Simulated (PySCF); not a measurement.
# BeZn⁺: frontier orbitals

M06 at R = 2.401 Å; basis Be x2c-SVPall, Zn x2c-SVPall; spin-free X2C with a Gaussian nucleus; PySCF 2.14. State: ²Σ⁺ (doublet), unpaired electrons σ ↑. Only the outer orbitals are listed, counted within each symmetry.

```json
{"spin": "α", "orbital": "7σ", "occ.": "1", "ε (eV)": "-20.66", "on Be (%)": "1", "main shells (%)": "99 Zn d"}
{"spin": "α", "orbital": "3π", "occ.": "1", "ε (eV)": "-20.60", "on Be (%)": "0", "main shells (%)": "100 Zn d"}
{"spin": "α", "orbital": "3π", "occ.": "1", "ε (eV)": "-20.60", "on Be (%)": "0", "main shells (%)": "100 Zn d"}
{"spin": "α", "orbital": "1δ", "occ.": "1", "ε (eV)": "-20.58", "on Be (%)": "0", "main shells (%)": "100 Zn d"}
{"spin": "α", "orbital": "1δ", "occ.": "1", "ε (eV)": "-20.58", "on Be (%)": "0", "main shells (%)": "100 Zn d"}
{"spin": "α", "orbital": "8σ", "occ.": "1", "ε (eV)": "-14.96", "on Be (%)": "39", "main shells (%)": "57 Zn s, 35 Be s"}
{"spin": "α", "orbital": "9σ", "occ.": "1", "ε (eV)": "-11.73", "on Be (%)": "64", "main shells (%)": "57 Be s, 31 Zn s"}
{"spin": "α", "orbital": "10σ", "occ.": "0", "ε (eV)": "-7.76", "on Be (%)": "58", "main shells (%)": "60 Be p, 27 Zn p, 15 Zn s"}
{"spin": "α", "orbital": "4π", "occ.": "0", "ε (eV)": "-7.76", "on Be (%)": "83", "main shells (%)": "83 Be p, 15 Zn p"}
{"spin": "α", "orbital": "4π", "occ.": "0", "ε (eV)": "-7.76", "on Be (%)": "83", "main shells (%)": "83 Be p, 15 Zn p"}
{"spin": "β", "orbital": "7σ", "occ.": "1", "ε (eV)": "-20.62", "on Be (%)": "1", "main shells (%)": "99 Zn d"}
{"spin": "β", "orbital": "3π", "occ.": "1", "ε (eV)": "-20.57", "on Be (%)": "0", "main shells (%)": "100 Zn d"}
{"spin": "β", "orbital": "3π", "occ.": "1", "ε (eV)": "-20.57", "on Be (%)": "0", "main shells (%)": "100 Zn d"}
{"spin": "β", "orbital": "1δ", "occ.": "1", "ε (eV)": "-20.55", "on Be (%)": "0", "main shells (%)": "100 Zn d"}
{"spin": "β", "orbital": "1δ", "occ.": "1", "ε (eV)": "-20.55", "on Be (%)": "0", "main shells (%)": "100 Zn d"}
{"spin": "β", "orbital": "8σ", "occ.": "1", "ε (eV)": "-14.59", "on Be (%)": "38", "main shells (%)": "57 Zn s, 32 Be s"}
{"spin": "β", "orbital": "9σ", "occ.": "0", "ε (eV)": "-10.26", "on Be (%)": "81", "main shells (%)": "55 Be s, 25 Be p, 18 Zn s"}
{"spin": "β", "orbital": "10σ", "occ.": "0", "ε (eV)": "-7.75", "on Be (%)": "44", "main shells (%)": "45 Be p, 29 Zn s, 27 Zn p"}
{"spin": "β", "orbital": "4π", "occ.": "0", "ε (eV)": "-7.37", "on Be (%)": "81", "main shells (%)": "80 Be p, 18 Zn p"}
```

Task: Which are the highest filled and the lowest empty level, where do they sit, and how wide is the gap?

Result: Highest filled α 9σ at -11.73 eV (in %: 57 Be s, 31 Zn s); lowest empty β 9σ at -10.26 eV (in %: 55 Be s, 25 Be p, 18 Zn s); the gap at M06 is 1.47 eV.

```json
{
 "bond order (Mayer)": "0.78",
 "⟨S²⟩": "0.755",
 "charge on Be (Mulliken, basis-dependent)": "0.57",
 "charge on Be (Löwdin, basis-dependent)": "0.48",
 "dipole moment (positive dipole points towards Zn; it is taken about the centre of mass and depends on that origin)": "-4.33 D"
}
```

The state was picked by a PBE0 search and need not be the measured ground state.
